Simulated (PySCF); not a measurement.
# Calculated NMR parameters of Fc1ccc2ccccn12

* Formula: C8H6FN
* SMILES: Fc1ccc2ccccn12
* Point group of the computed structure: Cs
* Degrees of unsaturation: 6
* Carbon signals: 8
* Proton signals: 6

Molfile (atoms numbered from 1):
```
C8H6FN
     RDKit          3D

 16 17  0  0  0  0  0  0  0  0999 V2000
    1.6322    2.2148    0.2552 F   0  0  0  0  0  0  0  0  0  0  0  0
    1.4665    0.9122    0.1120 C   0  0  0  0  0  0  0  0  0  0  0  0
    2.3832   -0.0983   -0.0749 C   0  0  0  0  0  0  0  0  0  0  0  0
    1.6493   -1.3049   -0.1631 C   0  0  0  0  0  0  0  0  0  0  0  0
    0.3004   -0.9954   -0.0259 C   0  0  0  0  0  0  0  0  0  0  0  0
   -0.9088   -1.7315   -0.0207 C   0  0  0  0  0  0  0  0  0  0  0  0
   -2.1090   -1.0921    0.1448 C   0  0  0  0  0  0  0  0  0  0  0  0
   -2.1451    0.3257    0.3126 C   0  0  0  0  0  0  0  0  0  0  0  0
   -0.9936    1.0503    0.3108 C   0  0  0  0  0  0  0  0  0  0  0  0
    0.2080    0.4031    0.1457 N   0  0  0  0  0  0  0  0  0  0  0  0
    3.4605    0.0340   -0.1397 H   0  0  0  0  0  0  0  0  0  0  0  0
    2.0539   -2.3031   -0.3109 H   0  0  0  0  0  0  0  0  0  0  0  0
   -0.8539   -2.8138   -0.1510 H   0  0  0  0  0  0  0  0  0  0  0  0
   -3.0407   -1.6600    0.1492 H   0  0  0  0  0  0  0  0  0  0  0  0
   -3.0945    0.8463    0.4440 H   0  0  0  0  0  0  0  0  0  0  0  0
   -0.9414    2.1320    0.4327 H   0  0  0  0  0  0  0  0  0  0  0  0
  1  2  1  0
  2  3  2  0
  3  4  1  0
  4  5  2  0
  5  6  1  0
  6  7  2  0
  7  8  1  0
  8  9  2  0
  9 10  1  0
 10  2  1  0
 10  5  1  0
  3 11  1  0
  4 12  1  0
  6 13  1  0
  7 14  1  0
  8 15  1  0
  9 16  1  0
M  END
```

No relativistic terms, single conformer, no solvent model. PBE0-D3(BJ)/def2-SVP geometry; J couplings at B3LYP/pcJ-1 (spin–dipole term only in couplings to heteroatoms); HF/pcSseg-1 with gauge-including orbitals; PySCF 2.14.

Shifts are taken against calculated references (same method and geometry level): TMS for $^{1}$H and $^{13}$C; $^{19}$F against CFCl3; $^{15}$N vs NH3.

| carbon | δC, type | δH (multiplicity, J in Hz) | HMBC from (abs. J ≥ 3 Hz) | span of the C tensor (ppm) |
| --- | --- | --- | --- | --- |
| C2 | 144.0, C | – | H12 | 119 |
| C3 | 96.4, CH | 6.50 (dd, 4.8, 3.4) | H12 | 135 |
| C4 | 100.8, CH | 6.69 (ddd, 4.8, 4.1, 1.0) | – | 158 |
| C5 | 130.6, C | – | H16, H13, H14, H12, H11 | 193 |
| C6 | 128.2, CH | 7.50 (ddd, 10.1, 2.2, 1.3) | H15 | 230 |
| C7 | 124.4, CH | 6.79 (dd, 10.1, 7.3) | H16 | 233 |
| C8 | 115.5, CH | 6.55 (dd, 8.3, 7.3) | H16, H13 | 218 |
| C9 | 129.1, CH | 8.00 (dt, 8.3, 1.1) | H14, H15 | 212 |

Other nuclei:
```tsv
atoms	nucleus	environment	δ (ppm)	σ (ppm)
F1	$^{19}$F	aryl fluorine	-123.8	370.1
N10	$^{15}$N	pyrrole-type ring nitrogen	191.0	74.7
```

Selected couplings (Hz, signed; the shortest-range and largest first, 30 at most; isotopes $^{19}$F, $^{13}$C, $^{1}$H, $^{15}$N): $^{1}J$(F1,C2) -321.4, $^{1}J$(C9,H16) 191.3, $^{1}J$(C4,H12) 185.4, $^{1}J$(C3,H11) 182.8, $^{1}J$(C8,H15) 172.7, $^{1}J$(C7,H14) 172.5, $^{1}J$(C6,H13) 170.7, $^{2}J$(F1,C3) 7.0, $^{2}J$(N10,H16) -3.0, $^{2}J$(F1,N10) 1.5, $^{3}J$(H13,H14) 10.1, $^{3}J$(H15,H16) 8.3, $^{3}J$(H14,H15) 7.3, $^{3}J$(N10,H15) -5.1, $^{3}J$(H11,H12) 4.8, $^{3}J$(N10,H11) -4.2, $^{3}J$(N10,H12) -4.0, $^{3}J$(N10,H13) -3.9, $^{3}J$(F1,C9) 3.8, $^{3}J$(F1,H11) -3.4, $^{3}J$(F1,C5) -3.1, $^{4}J$(F1,H12) 4.1, $^{4}J$(F1,C6) -2.1.

- Carbon types of the structure: 2 × C, 6 × CH, which accounts for all hydrogens.
- δC 144.0: aromatic carbon bearing fluorine; the electronegative substituent deshields the carbon that carries it.
- δC 130.6: ring-fusion aromatic carbon.
- δC 129.1: aromatic CH next to a ring nitrogen.
- δC 128.2, 124.4, 115.5, 100.8, 96.4: aromatic CH.
- δH 7.50, 6.79, 6.69, 6.55, 6.50: hydrogen on an aromatic CH; it sits in the deshielding region of the aromatic ring current.
- The protons at 7.50 and 6.79 share a coupling of 10.1 Hz (vicinal, an ortho-type coupling).
- The protons at 6.55 and 8.00 share a coupling of 8.3 Hz (vicinal, an ortho-type coupling).
- The protons at 6.79 and 6.55 share a coupling of 7.3 Hz (vicinal, an ortho-type coupling).
- The protons at 6.50 and 6.69 share a coupling of 4.8 Hz (vicinal, an ortho-type coupling).

C–F couplings over four or more bonds (about 3 Hz to the para carbon of a fluoroarene) are left out. Common functionals overestimate the size of one-bond C–F couplings by tens of Hz; these are unscaled. Multiplet labels drop couplings under 1 Hz and merge nearly equal ones. Unscaled 3J(H,H) at this level run about 10 % above measured values. Shifts are as computed. Against solution values, carbons near 30 ppm lie about -0 ppm off and those near 130 ppm about +7 ppm. Of 1211 compounds with measured shifts, 218 miss one by over three times the rms of a fit or turn the order of signals round; such compounds aren't used in these exercises. Unscaled 19F shifts against computed CFCl3 carry errors that often reach 10 to 50 ppm. Experimental scales use liquid or dissolved standards, which lie at an offset from isolated NH3 (liquid NH3: subtract about 20 ppm). Unscaled 15N shifts of sp2 nitrogen come out 20 to 40 ppm too high even then.
